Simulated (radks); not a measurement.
Task: Successive ionisation energies (eV) of one element, from differences of total energies of ions in their ground configurations, starting at charge 0: 3.863, 23.693, 34.144, 45.221, 56.829, 68.895, 81.360, 111.81. Calculated with a radial shooting solver on a logarithmic mesh with Libxc functionals: Dirac Kohn-Sham, PBE, spin-unpolarised, spherical densities, finite nucleus; open shells are shared between the two j in proportion to 2j + 1; Fermi nuclear charge, rms radius 4.8041 fm. Which element is it?

Result: Caesium (Z = 55). The first species listed is Cs in [Xe] 6s1, the last Cs7+ in [Kr] 4d10 5s2.
